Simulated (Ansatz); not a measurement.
These are r2SCAN-D4/def2-TZVP run with Ansatz (a quantum-chemistry and plane-wave program) values and carry that method's errors. No frequencies were computed at this level.

Ansatz 0.2 input:
```yaml
crystal:
  periodic: [false, false, false]
  atoms:
    - { symbol: C, position_ang: [-1.181784, -0.048412, 0.06898] }
    - { symbol: Al, position_ang: [0.651578, 0.79934, -0.233339] }
    - { symbol: O, position_ang: [2.16012, 0.144462, -0.066498] }
    - { symbol: H, position_ang: [-1.343168, -0.322071, 1.11421] }
    - { symbol: H, position_ang: [-1.967946, 0.656693, -0.210809] }
    - { symbol: H, position_ang: [-1.323233, -0.952651, -0.528508] }
    - { symbol: H, position_ang: [3.004435, -0.27736, 0.043274] }
basis:
  gaussian: { orbitals: def2-tzvp }
hamiltonian:
  xc: r2scan
  dispersion: d4
relax:
  max_steps: 150
magnetization:
  spin_polarized: true
  initial_magnetization: 1
```

Output:

```
[...]
766 factors; their error is unknown
mean field evaluation 1: about -9730.8806 eV, gradient 6.1e1 eV
mean field evaluation 2: about -9672.4658 eV, gradient 1.2e2 eV
mean field evaluation 4: about -9745.0406 eV, gradient 1.1e1 eV
mean field evaluation 8: about -9745.6712 eV, gradient 1.2e-1 eV
mean field evaluation 16: about -9745.6563 eV, gradient 2.6e-4 eV
mean field -9745.65631740 eV, -358.1462638213 hartree, gradient 7.0e-5 eV, S^2 0.754523; 0 other end points of the search recorded, 0 dependent functions left out
reference -9745.65633300 eV, -358.1462643947 hartree; 16, 15 occupied and 107, 108 virtual orbitals, 766 factors
relax step   1: F+E_penalty+E_count = -9745.67856545 eV  Δ(F+E_penalty+E_count) = +0.000e0 eV  max|allowed force component| = 1.022e0 eV/Å  Δτ_max = 0.0000 Å  (33 SCF iters, accepted)
these checks for a lower state are left out or cut short: starts, cluster_reference, orbital_swaps, neighbouring_geometries, increment
766 factors; their error is unknown
mean field -9745.72615811 eV, -358.1488304202 hartree, gradient 2.3e-5 eV, S^2 0.754231; 0 other end points of the search recorded, 0 dependent functions left out
reference -9745.72617351 eV, -358.1488309861 hartree; 16, 15 occupied and 107, 108 virtual orbitals, 766 factors
relax step   2: F+E_penalty+E_count = -9745.74870444 eV  Δ(F+E_penalty+E_count) = -7.014e-2 eV  max|allowed force component| = 3.934e-1 eV/Å  Δτ_max = 0.1451 Å  (35 SCF iters, accepted)
these checks for a lower state are left out or cut short: starts, cluster_reference, orbital_swaps, neighbouring_geometries, increment
766 factors; their error is unknown
mean field evaluation 32: about -9745.7408 eV, gradient 2.7e-5 eV
mean field -9745.74080412 eV, -358.1493686512 hartree, gradient 2.7e-5 eV, S^2 0.754075; 0 other end points of the search recorded, 0 dependent functions left out
reference -9745.74081933 eV, -358.1493692101 hartree; 16, 15 occupied and 107, 108 virtual orbitals, 766 factors
relax step   3: F+E_penalty+E_count = -9745.76352092 eV  Δ(F+E_penalty+E_count) = -1.482e-2 eV  max|allowed force component| = 1.572e-1 eV/Å  Δτ_max = 0.0916 Å  (35 SCF iters, accepted)
these checks for a lower state are left out or cut short: starts, cluster_reference, orbital_swaps, neighbouring_geometries, increment
766 factors; their error is unknown
mean field -9745.74176545 eV, -358.1494039791 hartree, gradient 1.3e-5 eV, S^2 0.754092; 0 other end points of the search recorded, 0 dependent functions left out
reference -9745.74178064 eV, -358.1494045374 hartree; 16, 15 occupied and 107, 108 virtual orbitals, 766 factors
relax step   4: F+E_penalty+E_count = -9745.76448933 eV  Δ(F+E_penalty+E_count) = -9.684e-4 eV  max|allowed force component| = 6.002e-2 eV/Å  Δτ_max = 0.0077 Å  (40 SCF iters, accepted)
these checks for a lower state are left out or cut short: starts, cluster_reference, orbital_swaps, neighbouring_geometries, increment
766 factors; their error is unknown
mean field -9745.74189466 eV, -358.1494087278 hartree, gradient 1.3e-5 eV, S^2 0.754102; 0 other end points of the search recorded, 0 dependent functions left out
reference -9745.74190985 eV, -358.1494092859 hartree; 16, 15 occupied and 107, 108 virtual orbitals, 766 factors
relax step   5: F+E_penalty+E_count = -9745.76462082 eV  Δ(F+E_penalty+E_count) = -1.315e-4 eV  max|allowed force component| = 1.894e-2 eV/Å  Δτ_max = 0.0037 Å  (40 SCF iters, accepted)
these checks for a lower state are left out or cut short: starts, cluster_reference, orbital_swaps, neighbouring_geometries, increment
766 factors; their error is unknown
mean field -9745.74214512 eV, -358.1494179317 hartree, gradient 1.3e-5 eV, S^2 0.754109; 0 other end points of the search recorded, 0 dependent functions left out
reference -9745.74216029 eV, -358.1494184894 hartree; 16, 15 occupied and 107, 108 virtual orbitals, 766 factors
relax step   6: F+E_penalty+E_count = -9745.76487942 eV  Δ(F+E_penalty+E_count) = -2.586e-4 eV  max|allowed force component| = 4.786e-2 eV/Å  Δτ_max = 0.0071 Å  (39 SCF iters, accepted)
these checks for a lower state are left out or cut short: starts, cluster_reference, orbital_swaps, neighbouring_geometries, increment
766 factors; their error is unknown
mean field -9745.74246504 eV, -358.1494296885 hartree, gradient 1.3e-5 eV, S^2 0.754108; 0 other end points of the search recorded, 0 dependent functions left out
reference -9745.74248020 eV, -358.1494302459 hartree; 16, 15 occupied and 107, 108 virtual orbitals, 766 factors
relax step   7: F+E_penalty+E_count = -9745.76520543 eV  Δ(F+E_penalty+E_count) = -3.260e-4 eV  max|allowed force component| = 1.248e-1 eV/Å  Δτ_max = 0.0075 Å  (39 SCF iters, accepted)
these checks for a lower state are left out or cut short: starts, cluster_reference, orbital_swaps, neighbouring_geometries, increment
766 factors; their error is unknown
mean field evaluation 64: about -9745.7431 eV, gradient 8.6e-5 eV
mean field -9745.74313293 eV, -358.1494542333 hartree, gradient 1.3e-5 eV, S^2 0.754109; 0 other end points of the search recorded, 0 dependent functions left out
reference -9745.74314809 eV, -358.1494547902 hartree; 16, 15 occupied and 107, 108 virtual orbitals, 766 factors
relax step   8: F+E_penalty+E_count = -9745.76588297 eV  Δ(F+E_penalty+E_count) = -6.775e-4 eV  max|allowed force component| = 1.737e-1 eV/Å  Δτ_max = 0.0105 Å  (38 SCF iters, accepted)
these checks for a lower state are left out or cut short: starts, cluster_reference, orbital_swaps, neighbouring_geometries, increment
766 factors; their error is unknown
mean field -9745.74415818 eV, -358.1494919104 hartree, gradient 1.3e-5 eV, S^2 0.754107; 0 other end points of the search recorded, 0 dependent functions left out
reference -9745.74417332 eV, -358.1494924667 hartree; 16, 15 occupied and 107, 108 virtual orbitals, 766 factors
relax step   9: F+E_penalty+E_count = -9745.76691897 eV  Δ(F+E_penalty+E_count) = -1.036e-3 eV  max|allowed force component| = 2.936e-1 eV/Å  Δτ_max = 0.0139 Å  (38 SCF iters, accepted)
these checks for a lower state are left out or cut short: starts, cluster_reference, orbital_swaps, neighbouring_geometries, increment
766 factors; their error is unknown
mean field -9745.74633823 eV, -358.1495720259 hartree, gradient 2.7e-5 eV, S^2 0.754104; 0 other end points of the search recorded, 0 dependent functions left out
reference -9745.74635335 eV, -358.1495725813 hartree; 16, 15 occupied and 107, 108 virtual orbitals, 766 factors
relax step  10: F+E_penalty+E_count = -9745.76911420 eV  Δ(F+E_penalty+E_count) = -2.195e-3 eV  max|allowed force component| = 4.120e-1 eV/Å  Δτ_max = 0.0194 Å  (37 SCF iters, accepted)
these checks for a lower state are left out or cut short: starts, cluster_reference, orbital_swaps, neighbouring_geometries, increment
766 factors; their error is unknown
mean field -9745.74935556 eV, -358.1496829105 hartree, gradient 2.7e-5 eV, S^2 0.754104; 0 other end points of the search recorded, 0 dependent functions left out
reference -9745.74937071 eV, -358.1496834674 hartree; 16, 15 occupied and 107, 108 virtual orbitals, 766 factors
relax step  11: F+E_penalty+E_count = -9745.77208942 eV  Δ(F+E_penalty+E_count) = -2.975e-3 eV  max|allowed force component| = 1.284e-1 eV/Å  Δτ_max = 0.0274 Å  (37 SCF iters, accepted)
these checks for a lower state are left out or cut short: starts, cluster_reference, orbital_swaps, neighbouring_geometries, increment
766 factors; their error is unknown
mean field -9745.75720318 eV, -358.1499713052 hartree, gradient 2.7e-5 eV, S^2 0.754108; 0 other end points of the search recorded, 0 dependent functions left out
reference -9745.75721827 eV, -358.1499718597 hartree; 16, 15 occupied and 107, 108 virtual orbitals, 766 factors
relax step  12: F+E_penalty+E_count = -9745.77996837 eV  Δ(F+E_penalty+E_count) = -7.879e-3 eV  max|allowed force component| = 1.667e-1 eV/Å  Δτ_max = 0.0354 Å  (36 SCF iters, accepted)
these checks for a lower state are left out or cut short: starts, cluster_reference, orbital_swaps, neighbouring_geometries, increment
766 factors; their error is unknown
mean field evaluation 96: about -9745.7213 eV, gradient 3.8e0 eV
mean field -9745.77801491 eV, -358.1507361222 hartree, gradient 1.4e-5 eV, S^2 0.754036; 0 other end points of the search recorded, 0 dependent functions left out
reference -9745.77802987 eV, -358.1507366719 hartree; 16, 15 occupied and 107, 108 virtual orbitals, 766 factors
relax step  13: F+E_penalty+E_count = -9745.80079864 eV  Δ(F+E_penalty+E_count) = -2.083e-2 eV  max|allowed force component| = 9.145e-1 eV/Å  Δτ_max = 0.0652 Å  (35 SCF iters, accepted)
these checks for a lower state are left out or cut short: starts, cluster_reference, orbital_swaps, neighbouring_geometries, increment
766 factors; their error is unknown
mean field -9745.80996177 eV, -358.1519101477 hartree, gradient 2.9e-5 eV, S^2 0.754072; 0 other end points of the search recorded, 0 dependent functions left out
reference -9745.80997654 eV, -358.1519106907 hartree; 16, 15 occupied and 107, 108 virtual orbitals, 766 factors
relax step  14: F+E_penalty+E_count = -9745.83277542 eV  Δ(F+E_penalty+E_count) = -3.198e-2 eV  max|allowed force component| = 6.330e-1 eV/Å  Δτ_max = 0.0675 Å  (35 SCF iters, accepted)
these checks for a lower state are left out or cut short: starts, cluster_reference, orbital_swaps, neighbouring_geometries, increment
766 factors; their error is unknown
mean field -9745.85934098 eV, -358.1537248004 hartree, gradient 1.8e-5 eV, S^2 0.753838; 0 other end points of the search recorded, 0 dependent functions left out
reference -9745.85935561 eV, -358.1537253378 hartree; 16, 15 occupied and 107, 108 virtual orbitals, 766 factors
relax step  15: F+E_penalty+E_count = -9745.88213499 eV  Δ(F+E_penalty+E_count) = -4.936e-2 eV  max|allowed force component| = 6.010e-1 eV/Å  Δτ_max = 0.0963 Å  (35 SCF iters, accepted)
these checks for a lower state are left out or cut short: starts, cluster_reference, orbital_swaps, neighbouring_geometries, increment
766 factors; their error is unknown
mean field -9745.87321943 eV, -358.1542348238 hartree, gradient 2.1e-5 eV, S^2 0.753787; 0 other end points of the search recorded, 0 dependent functions left out
reference -9745.87323407 eV, -358.1542353618 hartree; 16, 15 occupied and 107, 108 virtual orbitals, 766 factors
relax step  16: F+E_penalty+E_count = -9745.89595089 eV  Δ(F+E_penalty+E_count) = -1.382e-2 eV  max|allowed force component| = 2.854e-1 eV/Å  Δτ_max = 0.0513 Å  (36 SCF iters, accepted)
these checks for a lower state are left out or cut short: starts, cluster_reference, orbital_swaps, neighbouring_geometries, increment
766 factors; their error is unknown
mean field evaluation 128: about -9745.9004 eV, gradient 2.9e-3 eV
mean field -9745.90038239 eV, -358.1552330444 hartree, gradient 3.1e-5 eV, S^2 0.753606; 0 other end points of the search recorded, 0 dependent functions left out
reference -9745.90039699 eV, -358.1552335808 hartree; 16, 15 occupied and 107, 108 virtual orbitals, 766 factors
relax step  17: F+E_penalty+E_count = -9745.92305498 eV  Δ(F+E_penalty+E_count) = -2.710e-2 eV  max|allowed force component| = 1.295e-1 eV/Å  Δτ_max = 0.1127 Å  (35 SCF iters, accepted)
these checks for a lower state are left out or cut short: starts, cluster_reference, orbital_swaps, neighbouring_geometries, increment
766 factors; their error is unknown
mean field -9745.90109924 eV, -358.1552593879 hartree, gradient 2.4e-5 eV, S^2 0.753564; 0 other end points of the search recorded, 0 dependent functions left out
reference -9745.90111388 eV, -358.1552599261 hartree; 16, 15 occupied and 107, 108 virtual orbitals, 766 factors
relax step  18: F+E_penalty+E_count = -9745.92372184 eV  Δ(F+E_penalty+E_count) = -6.669e-4 eV  max|allowed force component| = 4.159e-2 eV/Å  Δτ_max = 0.0309 Å  (35 SCF iters, accepted)
these checks for a lower state are left out or cut short: starts, cluster_reference, orbital_swaps, neighbouring_geometries, increment
766 factors; their error is unknown
mean field -9745.90145326 eV, -358.1552723979 hartree, gradient 2.2e-5 eV, S^2 0.753585; 0 other end points of the search recorded, 0 dependent functions left out
reference -9745.90146788 eV, -358.1552729352 hartree; 16, 15 occupied and 107, 108 virtual orbitals, 766 factors
relax step  19: F+E_penalty+E_count = -9745.92409809 eV  Δ(F+E_penalty+E_count) = -3.762e-4 eV  max|allowed force component| = 9.176e-3 eV/Å  Δτ_max = 0.0125 Å  (37 SCF iters, accepted)
766 factors; their error is unknown
mean field evaluation 160: about -9745.9015 eV, gradient 3.1e-3 eV
mean field -9745.90145326 eV, -358.1552723979 hartree, gradient 4.7e-5 eV, S^2 0.753585; 1 other end points of the search recorded, 0 dependent functions left out
reference -9745.90146788 eV, -358.1552729352 hartree; 16, 15 occupied and 107, 108 virtual orbitals, 766 factors
Total energy: -9745.92411271 eV, -358.1561051173 hartree
Atom 0 at    -1.119717    -0.001422     0.042511 Å, force     0.004135     0.001216    -0.001940 eV/Å
Atom 1 at     0.649073     0.780835    -0.306688 Å, force    -0.009176    -0.003720     0.003277 eV/Å
Atom 2 at     1.956023    -0.240397     0.107127 Å, force     0.001669     0.003438    -0.002008 eV/Å
Atom 3 at    -1.169001    -0.313312     1.091035 Å, force     0.001014     0.002358    -0.000601 eV/Å
Atom 4 at    -1.954379     0.669709    -0.162437 Å, force    -0.001160     0.000929     0.000902 eV/Å
Atom 5 at    -1.237435    -0.899339    -0.573367 Å, force    -0.000248    -0.001297    -0.001019 eV/Å
Atom 6 at     2.875439     0.003927    -0.010870 Å, force     0.003766    -0.002925     0.001389 eV/Å
Dipole moment:     0.067528     0.144752    -0.063049 e Å
```

Cost: about 110 core-seconds (a rough figure).
